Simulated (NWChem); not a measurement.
System: SiHIF2; SMILES F[SiH](F)I

All runs: NWChem. Geometry: optimised at PBE0/def2-SVP. def2 effective core potentials on I; no spin-orbit coupling.

For level PW6B95/def2-SVP:

| Item | Value |
|---|---|
| highest occupied level (eV) | -8.31 |
| orbital gap (eV) | 7.92 |
| dipole (D) | 1.36 |

**Question.** How do the values read with level PW91/def2-SVP instead?

**Answer.** highest occupied level (eV): -7.10
orbital gap (eV): 5.75
dipole (D): 1.18
